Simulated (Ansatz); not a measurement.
Total energies of CH$_{5}$InS (`C[S][InH2]`).

Cartesian coordinates in Å:
```
C -0.494 -0.172 -1.353
S -1.228 -0.363 0.301
In 0.558 0.199 1.762
H -0.544 -1.128 -1.875
H 0.546 0.150 -1.304
H -1.068 0.567 -1.911
H 2.009 0.621 0.944
H 0.221 0.127 3.437
```

Charge 0, multiplicity 1. Correlated methods include outer-core shells of In, which these sets cover unevenly. In takes the def2 core potential. The structure was optimised at the PBE0-D4/def2-TZVP level. Basis def2-TZVPP, the Gaussian-basis code of Ansatz.

RPA on PBE orbitals: Hartree–Fock energy of these orbitals -627.50443 Eh, correlation -1.04889 Eh (frozen core).

```
             functional  energy without D4 (Eh)  D4 term (kJ/mol)
            LDA (SPW92)              -627.37943                 –
                    PBE              -629.23969             -15.2
                 revPBE              -629.43881             -41.9
                   BLYP              -629.39532             -32.9
                 r2SCAN              -629.48971              -3.5
                 B97M-V              -629.37904                 –
                   PBE0              -629.28143             -12.9
                  B3LYP              -629.56416             -24.9
                r2SCANh              -629.47268              -3.8
                r2SCAN0              -629.44824              -4.2
HSE06 (plane-wave form)              -629.26975             -12.2
                  BHLYP              -629.36172             -21.5
              CAM-B3LYP              -629.43480             -13.3
                LC-ωPBE              -629.36648                 –
                ωB97X-V              -629.38008                 –
                ωB97M-V              -629.36421                 –
                 B2PLYP              -629.08706                 –
               PBE-QIDH              -628.98524                 –
```

B3LYP takes the VWN-RPA correlation (the form of Gaussian; ORCA's B3LYP/G). HSE06 is the plane-wave form, built on full-range PBE exchange. The double hybrids freeze the cores in their second-order part.

LC-ωPBE has ω = 0.4 bohr⁻¹.
